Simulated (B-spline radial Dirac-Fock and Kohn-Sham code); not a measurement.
**Auger decay of the 3d3/2 hole in Sb⁴⁺**

System: antimony as Sb⁴⁺, configuration [Kr] 4d10 5s1.

Calculated with a B-spline atomic structure program, using independent-particle radiative and Coulomb Auger rates from relativistic LDA hole-state orbitals, with Dirac-Fock energies. Kinetic energies are configuration averages from the vacuum level; the two-hole energies are estimated from single-hole states.

| transition | kinetic energy (eV) | width (meV) | share (%) |
| --- | --- | --- | --- |
| M4-N1N2 | – | 4.17 | 0.8 |
| M4-N1N3 | – | 3.84 | 0.7 |
| M4-N2N3 | 240.6 | 9.54 | 1.8 |
| M4-N3N3 | 249.0 | 3.89 | 0.7 |
| M4-N1N4 | – | 66.1 | 12.3 |
| M4-N1N5 | – | 10.2 | 1.9 |
| M4-N2N5 | 317.8 | 4.38 | 0.8 |
| M4-N2N4 | 318.6 | 51.0 | 9.5 |
| M4-N3N4 | 325.5 | 114 | 21.1 |
| M4-N3N5 | 327.9 | 4.25 | 0.8 |
| M4-N4N4 | 401.6 | 83.9 | 15.6 |
| M4-N4N5 | 402.7 | 174 | 32.3 |
| M4-N5N5 | 404.1 | 2.93 | 0.5 |
| M4-N4O1 | 439.3 | 5.12 | 1.0 |

A dash stands for an energy that rests on an unreliable hole state.

The listed channels hold 100 % of the non-radiative rate. Summed by principal shells, of 0.538 eV in all: MNN 98.9 %, MNO 1.1 %.
